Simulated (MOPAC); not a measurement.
MOPAC input (PM7):

```
PM7 PRECISE GNORM=0.05 LET XYZ CHARGE=1 GEO-OK AUX(PRECISION=9) THREADS=1
C4H10N

C    -1.57856871 1    0.28212107 1    0.32607735 1
C    -0.67473686 1   -0.97801989 1    0.23132737 1
C     0.52271106 1   -0.02299691 1    0.31765986 1
C    -0.36757241 1    1.14705315 1   -0.12026924 1
N     1.72154696 1   -0.34219060 1   -0.56423180 1
H    -1.87445202 1    0.49447578 1    1.35107140 1
H    -2.45723394 1    0.30370945 1   -0.31106716 1
H    -0.75346054 1   -1.44477309 1   -0.75308983 1
H    -0.75896077 1   -1.74448380 1    0.99753948 1
H     0.91894751 1    0.08644215 1    1.32527983 1
H    -0.20210701 1    2.10802881 1    0.36013533 1
H    -0.35935553 1    1.28178573 1   -1.20420319 1
H     2.18216141 1   -1.20769606 1   -0.27026599 1
H     2.41589853 1    0.40938059 1   -0.53781381 1
H     1.42673521 1   -0.46047987 1   -1.53673557 1
```

Output:

```
 *******************************************************************************
 **                                                                           **
 **                              MOPAC v23.2.5                                **
 **                                                                           **
 *******************************************************************************
 ** MOPAC's Digital Object Identifier: https://doi.org/10.5281/zenodo.6511958 **
 **                                                                           **
 ** Please cite the open-source release paper for use of this MOPAC version:  **
 ** J. E. Moussa and J. J. P. Stewart (2026)                                  **
 ** MOPAC: An open-source semiempirical molecular orbital program             **
 ** J. Open Source Softw., 11(119), 8025, https://doi.org/10.21105/joss.08025 **
 *******************************************************************************

                              PM7 CALCULATION RESULTS

 *******************************************************************************
 *  PM7        - The PM7 Hamiltonian to be used
 *  GEO-OK     - OVERRIDE INTERATOMIC DISTANCE AND OTHER SAFETY CHECKS
 *
 *
 *
 *                 CHARGE ON SYSTEM = +1
 *
 *
 *
 *  LET        - OVERRIDE SOME SAFETY CHECKS
 *  PRECISE    - TIGHTER CRITERIA TO BE USED
 *  XYZ        - CARTESIAN COORDINATE SYSTEM TO BE USED
 *  GNORM      - EXIT WHEN GRADIENT NORM DROPS BELOW 0.050
 *  AUX        - OUTPUT AUXILIARY INFORMATION
 *******************************************************************************
PM7 PRECISE GNORM=0.05 LET XYZ CHARGE=1 GEO-OK AUX(PRECISION=9) THREADS=1
 C4H10N

   ATOM   CHEMICAL          X               Y               Z
  NUMBER   SYMBOL      (ANGSTROMS)     (ANGSTROMS)     (ANGSTROMS)

     1       C         -1.57856871  *   0.28212107  *   0.32607735  *
     2       C         -0.67473686  *  -0.97801989  *   0.23132737  *
     3       C          0.52271106  *  -0.02299691  *   0.31765986  *
     4       C         -0.36757241  *   1.14705315  *  -0.12026924  *
     5       N          1.72154696  *  -0.34219060  *  -0.56423180  *
     6       H         -1.87445202  *   0.49447578  *   1.35107140  *
     7       H         -2.45723394  *   0.30370945  *  -0.31106716  *
     8       H         -0.75346054  *  -1.44477309  *  -0.75308983  *
     9       H         -0.75896077  *  -1.74448380  *   0.99753948  *
    10       H          0.91894751  *   0.08644215  *   1.32527983  *
    11       H         -0.20210701  *   2.10802881  *   0.36013533  *
    12       H         -0.35935553  *   1.28178573  *  -1.20420319  *
    13       H          2.18216141  *  -1.20769606  *  -0.27026599  *
    14       H          2.41589853  *   0.40938059  *  -0.53781381  *
    15       H          1.42673521  *  -0.46047987  *  -1.53673557  *

          CARTESIAN COORDINATES

    NO.       ATOM           X           Y           Z

     1         C         -1.5786      0.2821      0.3261
     2         C         -0.6747     -0.9780      0.2313
     3         C          0.5227     -0.0230      0.3177
     4         C         -0.3676      1.1471     -0.1203
     5         N          1.7215     -0.3422     -0.5642
     6         H         -1.8745      0.4945      1.3511
     7         H         -2.4572      0.3037     -0.3111
     8         H         -0.7535     -1.4448     -0.7531
     9         H         -0.7590     -1.7445      0.9975
    10         H          0.9189      0.0864      1.3253
    11         H         -0.2021      2.1080      0.3601
    12         H         -0.3594      1.2818     -1.2042
    13         H          2.1822     -1.2077     -0.2703
    14         H          2.4159      0.4094     -0.5378
    15         H          1.4267     -0.4605     -1.5367

 General Reference for PM7:
 "Optimization of Parameters for Semiempirical Methods VI: More Modifications to the
 NDDO Approximations and Re-optimization of Parameters", J. J. P. Stewart, J. Mol. Mod., 1:32, 19 (2013)
 https://link.springer.com/article/10.1007/s00894-012-1667-x

           Empirical Formula: C4 H10 N  =    15 atoms

      MOLECULAR POINT GROUP   :   Cs

      RHF CALCULATION, NO. OF DOUBLY OCCUPIED LEVELS = 15

          Geometry optimization using EF

          DIAGONAL MATRIX USED AS START HESSIAN

 CYCLE:     1  GRAD.:    42.592 HEAT:  158.5247
 CYCLE:     2  GRAD.:   139.953 HEAT:  164.3757
 CYCLE:     3  GRAD.:    97.636 HEAT:  162.0707
 CYCLE:     4  GRAD.:    98.132 HEAT:  160.5467
 CYCLE:     5  GRAD.:   226.254 HEAT:  172.2868
 CYCLE:     6  GRAD.:    65.664 HEAT:  158.1005
 CYCLE:     7  GRAD.:   190.249 HEAT:  171.8266
 CYCLE:     8  GRAD.:    91.680 HEAT:  159.2989
 CYCLE:     9  GRAD.:   251.653 HEAT:  177.5753
 CYCLE:    10  GRAD.:    86.555 HEAT:  158.7111
 CYCLE:    11  GRAD.:   237.866 HEAT:  180.3246
 CYCLE:    12  GRAD.:    38.292 HEAT:  156.0994
 CYCLE:    13  GRAD.:   138.982 HEAT:  163.3311
 CYCLE:    14  GRAD.:    25.507 HEAT:  155.6106
 CYCLE:    15  GRAD.:    70.383 HEAT:  157.6728
 CYCLE:    16  GRAD.:    26.420 HEAT:  155.3319
 CYCLE:    17  GRAD.:    86.031 HEAT:  158.4468
 CYCLE:    18  GRAD.:    26.088 HEAT:  155.1590
 CYCLE:    19  GRAD.:    87.286 HEAT:  158.1894
 CYCLE:    20  GRAD.:     8.080 HEAT:  154.7063
 CYCLE:    21  GRAD.:    10.809 HEAT:  154.6152
 CYCLE:    22  GRAD.:     6.792 HEAT:  154.3573
 CYCLE:    23  GRAD.:    32.132 HEAT:  153.3770
 CYCLE:    24  GRAD.:     9.782 HEAT:  152.8399
 CYCLE:    25  GRAD.:     4.646 HEAT:  152.5910
 CYCLE:    26  GRAD.:    31.448 HEAT:  152.8718
 CYCLE:    27  GRAD.:    14.374 HEAT:  152.4860
 CYCLE:    28  GRAD.:    15.444 HEAT:  152.6141
 CYCLE:    29  GRAD.:    15.872 HEAT:  152.4844
 CYCLE:    30  GRAD.:    35.785 HEAT:  153.3345
 CYCLE:    31  GRAD.:     3.811 HEAT:  152.3878
 CYCLE:    32  GRAD.:     3.729 HEAT:  152.3698
 CYCLE:    33  GRAD.:     3.624 HEAT:  152.3633
 CYCLE:    34  GRAD.:     4.126 HEAT:  152.3636
 CYCLE:    35  GRAD.:     1.422 HEAT:  152.3547
 CYCLE:    36  GRAD.:     2.687 HEAT:  152.3571
 CYCLE:    37  GRAD.:     0.955 HEAT:  152.3537
 CYCLE:    38  GRAD.:     2.077 HEAT:  152.3556
 CYCLE:    39  GRAD.:     0.252 HEAT:  152.3532
 CYCLE:    40  GRAD.:     0.227 HEAT:  152.3532
 CYCLE:    41  GRAD.:     0.050 HEAT:  152.3532
 CYCLE:    42  GRAD.:     0.057 HEAT:  152.3532
 CYCLE:    43  GRAD.:     0.011 HEAT:  152.3532

     GRADIENT =  0.01134 IS LESS THAN CUTOFF =  0.05000

 -------------------------------------------------------------------------------
 PM7 PRECISE GNORM=0.05 LET XYZ CHARGE=1 GEO-OK AUX(PRECISION=9) THREADS=1
 C4H10N

     GEOMETRY OPTIMISED USING EIGENVECTOR FOLLOWING (EF).
     SCF FIELD WAS ACHIEVED

                              PM7 CALCULATION
                                                       MOPAC v23.2.5 Linux

          FINAL HEAT OF FORMATION =        152.35319 KCAL/MOL =     637.44574 KJ/MOL

          COSMO AREA              =        121.61 SQUARE ANGSTROMS
          COSMO VOLUME            =        109.63 CUBIC ANGSTROMS

          GRADIENT NORM           =          0.01134          =       0.00293 PER ATOM
          IONIZATION POTENTIAL    =         15.933745 EV
          HOMO LUMO ENERGIES (EV) =        -15.934 -3.989
          NO. OF FILLED LEVELS    =         15
          MOLECULAR WEIGHT        =         72.1297         POINT GROUP:  Cs

          MOLECULAR DIMENSIONS (Angstroms)

            Atom       Atom       Distance
            H    14    H     6     4.88440
            H    11    H     8     3.92105
            H     7    H    10     3.05712

          SCF CALCULATIONS        =         44

   ATOM   CHEMICAL          X               Y               Z
  NUMBER   SYMBOL      (ANGSTROMS)     (ANGSTROMS)     (ANGSTROMS)

     1       C         -1.55080437  *   0.23794481  *   0.08360175  *
     2       C         -0.62702701  *  -0.96658471  *   0.40399994  *
     3       C          0.60067379  *  -0.02170185  *   0.39315775  *
     4       C         -0.31711563  *   1.17800442  *   0.04885989  *
     5       N          1.59456107  *  -0.34851747  *  -0.71320646  *
     6       H         -2.28260799  *   0.47370757  *   0.86868531  *
     7       H         -2.10691103  *   0.16246744  *  -0.85747760  *
     8       H         -0.64319803  *  -1.76880566  *  -0.34004478  *
     9       H         -0.82271353  *  -1.43805157  *   1.37995087  *
    10       H          1.14837319  *   0.05840095  *   1.35486154  *
    11       H         -0.33045974  *   1.96831348  *   0.81586343  *
    12       H         -0.14543735  *   1.67567666  *  -0.91044719  *
    13       H          2.07254171  *  -1.24615652  *  -0.52130554  *
    14       H          2.30976155  *   0.39522469  *  -0.79304832  *
    15       H          1.10835188  *  -0.42909376  *  -1.62433748  *

                             CARTESIAN COORDINATES

   1    C       -1.550804373     0.237944811     0.083601748
   2    C       -0.627027005    -0.966584711     0.403999938
   3    C        0.600673787    -0.021701854     0.393157754
   4    C       -0.317115633     1.178004418     0.048859885
   5    N        1.594561071    -0.348517466    -0.713206456
   6    H       -2.282607995     0.473707567     0.868685307
   7    H       -2.106911029     0.162467435    -0.857477599
   8    H       -0.643198026    -1.768805664    -0.340044776
   9    H       -0.822713528    -1.438051568     1.379950875
  10    H        1.148373192     0.058400951     1.354861539
  11    H       -0.330459745     1.968313477     0.815863429
  12    H       -0.145437347     1.675676664    -0.910447192
  13    H        2.072541714    -1.246156516    -0.521305543
  14    H        2.309761546     0.395224687    -0.793048321
  15    H        1.108351878    -0.429093761    -1.624337478

           Empirical Formula: C4 H10 N  =    15 atoms

      MOLECULAR POINT GROUP   :   Cs

                  EIGENVALUES
 -44.16966 -34.79875 -27.88815 -27.62586 -24.46292 -23.74352 -23.35424 -21.97718
 -20.79204 -19.17856 -18.21766 -17.92918 -16.49007 -16.33177 -15.93374  -3.98874
  -1.99303  -1.83920  -1.58161  -0.93867  -0.80855  -0.71720   0.16892   0.43684
   0.96060   1.06640   1.81849   1.91230   1.95348   2.49634

              NET ATOMIC CHARGES AND DIPOLE CONTRIBUTIONS

  ATOM NO.   TYPE          CHARGE      No. of ELECS.   s-Pop       p-Pop
    1          C          -0.246535        4.2465     1.06837     3.17817
    2          C          -0.303125        4.3031     1.07493     3.22819
    3          C          -0.040986        4.0410     1.11043     2.93056
    4          C          -0.303127        4.3031     1.07493     3.22819
    5          N          -0.229692        5.2297     1.48643     3.74326
    6          H           0.176575        0.8234     0.82342
    7          H           0.165431        0.8346     0.83457
    8          H           0.162914        0.8371     0.83709
    9          H           0.187068        0.8129     0.81293
   10          H           0.185269        0.8147     0.81473
   11          H           0.187068        0.8129     0.81293
   12          H           0.162912        0.8371     0.83709
   13          H           0.298832        0.7012     0.70117
   14          H           0.298831        0.7012     0.70117
   15          H           0.298566        0.7014     0.70143
 DIPOLE           X         Y         Z       TOTAL
 POINT-CHG.     4.979    -1.058    -2.046     5.486
 HYBRID         0.696    -0.180    -0.481     0.865
 SUM            5.675    -1.238    -2.527     6.334

          ATOMIC ORBITAL ELECTRON POPULATIONS

     Atom    s        px        py        pz
    1  C   1.06837   1.02174   0.96180   1.19462
    2  C   1.07493   0.97712   1.04792   1.20315
    3  C   1.11043   0.92245   1.07961   0.92849
    4  C   1.07493   1.00970   1.03008   1.18841
    5  N   1.48643   1.24531   1.25187   1.24608
    6  H   0.82342
    7  H   0.83457
    8  H   0.83709
    9  H   0.81293
   10  H   0.81473
   11  H   0.81293
   12  H   0.83709
   13  H   0.70117
   14  H   0.70117
   15  H   0.70143

 **********************
 *                    *
 * JOB ENDED NORMALLY *
 *                    *
 **********************

 == MOPAC DONE ==
```

The dipole moment of an ion depends on the origin.

The geometry given is a B3LYP-D3(BJ)/def2-TZVP minimum.
